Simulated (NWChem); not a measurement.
System: SiH2SeCl2; SMILES Cl[SiH](Cl)[SeH]

```xyz
6

Si    -0.0013     0.5397     0.5364
Cl    -1.7789     1.3023    -0.1860
Cl     1.5919     1.6275    -0.2146
Se     0.0531    -1.6534    -0.0957
H      0.0261     0.7250     1.9999
H      1.3673    -1.8714     0.5553
```
Atoms are numbered in this order, from 1.

Program: NWChem. Pople sets run with spherical d functions. Coordinates come from a B3LYP/6-31G* (spherical d) optimisation. Ions are spin-unrestricted doublets at the neutral geometry; other ion states weren't tried. Functional: LC-ωPBE (HJS hole) with 6-31G*; rows give the range parameter ω in 1/bohr.

Question: At which range parameter does −ε(HOMO) equal the ΔSCF ionisation energy (optimal tuning)?

Answer: about 0.32 per bohr, by linear interpolation in these runs:
```json
[
 {"range parameter (1/bohr)": "0.15", "vertical ionisation energy, ΔSCF (eV)": "9.76", "−ε(HOMO) (eV)": "8.52", "ΔSCF minus −ε(HOMO) (eV)": "1.24"},
 {"range parameter (1/bohr)": "0.25", "vertical ionisation energy, ΔSCF (eV)": "9.89", "−ε(HOMO) (eV)": "9.47", "ΔSCF minus −ε(HOMO) (eV)": "0.42"},
 {"range parameter (1/bohr)": "0.30", "vertical ionisation energy, ΔSCF (eV)": "9.93", "−ε(HOMO) (eV)": "9.83", "ΔSCF minus −ε(HOMO) (eV)": "0.10"},
 {"range parameter (1/bohr)": "0.40", "vertical ionisation energy, ΔSCF (eV)": "10.01", "−ε(HOMO) (eV)": "10.36", "ΔSCF minus −ε(HOMO) (eV)": "-0.35"},
 {"range parameter (1/bohr)": "0.80", "vertical ionisation energy, ΔSCF (eV)": "10.13", "−ε(HOMO) (eV)": "11.19", "ΔSCF minus −ε(HOMO) (eV)": "-1.06"}
]
```
